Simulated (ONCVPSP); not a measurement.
palladium (Pd), ONCV: configuration errors across variants

| Item | Value |
| --- | --- |
| Element | Pd (Z = 46) |
| Generator | ONCVPSP 4.0.1 |
| Type | optimised norm-conserving Vanderbilt (ONCV) |
| Functional | PBE |
| Relativity | scalar-relativistic |
| Frozen core | [Ar] 3d10 |
| Valence charge | 18 |
| Reference configuration | 4s2 4p6 4d8 (charge +2) |
| Partial waves | 4s: rc 0.95 bohr, ncon 3, nbas 6, qcut 6 1/bohr, 3 projectors, debl 1.1 Ha; 4p: rc 1.40 bohr, ncon 4, nbas 8, qcut 12.3 1/bohr, 3 projectors, debl 2.8 Ha; 4d: rc 1.95 bohr, ncon 3, nbas 7, qcut 6.7 1/bohr, 3 projectors, debl 1.9 Ha |
| Local potential | polynomial inside 0.70 bohr (lpopt 5, dvloc0 -1 Ha) |
| Core correction | Teter function, fcfact 2, rcfact 1.05 |

In the s channel the program set the typed energies aside and used -4.060, 0.250, 1.350 Ha.

All-electron excitation energies from the reference (eV): (1) 4s2 4p6 4d10 -29.934; (2) 4s2 4p6 4d9 -20.818; (3) 4s2 4p6 4d7 34.360; (4) 4s2 4p6 4d8 5s1 -16.294.

1 further variants failed, have other tests or too few solved ones, and are left out.

A true bound ghost makes a file unfit for plane-wave use even where its test errors are small: the radial tests pick states by their node count and pass the ghost by.

Errors AE − PS in meV (a dash: test not solved or not reliable):

| change | (1) | (2) | (3) | (4) | bound ghosts | GHOST(+) flags above zero |
| --- | --- | --- | --- | --- | --- | --- |
| base | +30 | +16 | +31 | +1.0 | none | s, p |
| all radii but the core radius scaled by about 0.79 (s 0.74, p 1.10, d 1.54 bohr); local potential polynomial inside 0.56 bohr (lpopt 5, dvloc0 -1 Ha) | +8.9 | +6.2 | +1.3 | +1.1 | s, p | s, d |
| all radii but the core radius scaled by about 0.86 (s 0.82, p 1.20, d 1.66 bohr); local potential polynomial inside 0.60 bohr (lpopt 5, dvloc0 -1 Ha) | +13 | +8.5 | +6.7 | +1.2 | s | s, p |
| all radii but the core radius scaled by about 0.95 (s 0.90, p 1.34, d 1.86 bohr); local potential polynomial inside 0.66 bohr (lpopt 5, dvloc0 -1 Ha) | +23 | +13 | +22 | +1.5 | s | s, p |
| all radii but the core radius scaled by about 1.07 (s 1.02, p 1.50, d 2.10 bohr); local potential polynomial inside 0.76 bohr (lpopt 5, dvloc0 -1 Ha) | +45 | +23 | +47 | -0.3 | none | s, p |
| all radii but the core radius scaled by about 1.26 (s 1.20, p 1.76, d 2.46 bohr); local potential polynomial inside 0.88 bohr (lpopt 5, dvloc0 -1 Ha) | +104 | +48 | +101 | -8.0 | s | s |

(1) Give the same row for: all radii but the core radius scaled by about 1.14 (s 1.08, p 1.60, d 2.24 bohr); local potential polynomial inside 0.80 bohr (lpopt 5, dvloc0 -1 Ha).

Answers

(1) +65, +32, +67, -2.6; bound ghosts: none; GHOST(+) flags above zero: s.
